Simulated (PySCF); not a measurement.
## Ir⁻ (iridium, charge -1) across methods

[Xe] 4f14 5d8 6s2, high-spin 3F determinant. Computed with PySCF 2.14 in def2-QZVPPD with the def2 core potential (60 electrons), with a scalar-relativistic core potential.

```json
{"method": "PBE", "E (hartree)": "-104.3395", "mean ε 5d α (eV)": "0.859", "mean ε 6s β (eV)": "0.960", "mean ε 5d β (eV)": "1.823", "Σ⟨r²⟩ (bohr²)": "72.17", "⟨S²⟩": "2.007"}
{"method": "UHF", "E (hartree)": "-103.44372", "mean ε 5d α (eV)": "-4.559", "mean ε 6s β (eV)": "-0.397", "mean ε 5d β (eV)": "-2.897", "Σ⟨r²⟩ (bohr²)": "75.78", "⟨S²⟩": "2.028"}
{"method": "revPBE", "E (hartree)": "-104.3840", "mean ε 5d α (eV)": "0.895", "mean ε 6s β (eV)": "1.051", "mean ε 5d β (eV)": "1.854", "Σ⟨r²⟩ (bohr²)": "72.16", "⟨S²⟩": "2.008"}
{"method": "BP86", "E (hartree)": "-104.4393", "mean ε 5d α (eV)": "0.749", "mean ε 6s β (eV)": "0.789", "mean ε 5d β (eV)": "1.669", "Σ⟨r²⟩ (bohr²)": "71.97", "⟨S²⟩": "2.007"}
{"method": "LDA", "E (hartree)": "-104.1287", "mean ε 5d α (eV)": "0.762", "mean ε 6s β (eV)": "0.703", "mean ε 5d β (eV)": "1.780", "Σ⟨r²⟩ (bohr²)": "71.82", "⟨S²⟩": "2.006"}
{"method": "r2SCANh", "E (hartree)": "-104.3163", "mean ε 5d α (eV)": "0.029", "mean ε 6s β (eV)": "0.598", "mean ε 5d β (eV)": "1.179", "Σ⟨r²⟩ (bohr²)": "71.35", "⟨S²⟩": "2.012"}
{"method": "B97-3", "E (hartree)": "-104.3141", "mean ε 5d α (eV)": "-0.643", "mean ε 6s β (eV)": "0.448", "mean ε 5d β (eV)": "0.399", "Σ⟨r²⟩ (bohr²)": "73.26", "⟨S²⟩": "2.008"}
{"method": "PBE0", "E (hartree)": "-104.2842", "mean ε 5d α (eV)": "-0.596", "mean ε 6s β (eV)": "0.404", "mean ε 5d β (eV)": "0.506", "Σ⟨r²⟩ (bohr²)": "72.18", "⟨S²⟩": "2.009"}
{"method": "r2SCAN", "E (hartree)": "-104.3409", "mean ε 5d α (eV)": "0.588", "mean ε 6s β (eV)": "0.830", "mean ε 5d β (eV)": "1.692", "Σ⟨r²⟩ (bohr²)": "71.20", "⟨S²⟩": "2.012"}
```

Energies and moments cover only the electrons outside the core potential. Spin-orbit coupling, absent here, splits the open shell strongly.

The highest occupied level is positive at PBE, revPBE, BP86, LDA, r2SCANh, B97-3, PBE0, r2SCAN: only the finite basis holds that electron, which in a density functional comes from self-interaction.
